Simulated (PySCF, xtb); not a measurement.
BH2I, SMILES BI.

Geometry optimised at B3LYP-D3(BJ)/def2-TZVP. The def2 effective core potentials stand for the cores of I; spin–orbit coupling is left out.

The numbers are results of PySCF with IEF-PCM-PBE0/def2-SVP, not measurements.

The values are the electrostatic part of the solvation free energy, E(continuum) − E(gas) at the gas-phase geometry, in a cavity of scaled van der Waals radii (PySCF's table); cavitation and dispersion terms are not included. In vacuum the orbital gap is 5.32 eV. The dipole moment in vacuum is 0.44 D.

Computed values in water (ε = 78.36), 1-octanol (ε = 9.86), ethylethanoate (ε = 5.99):
```
solvent             ε  ΔG(elec) (kcal/mol)  dipole (D)  gap (eV)
--------------  -----  -------------------  ----------  --------
water           78.36                 -0.6        0.62      5.46
1-octanol        9.86                 -0.5        0.59      5.44
ethylethanoate   5.99                 -0.5        0.58      5.43
```

For comparison, GFN2-xTB/ALPB(water) (xtb, at the GFN2-xTB geometry, all terms of that model) gives -2.0 kcal/mol.
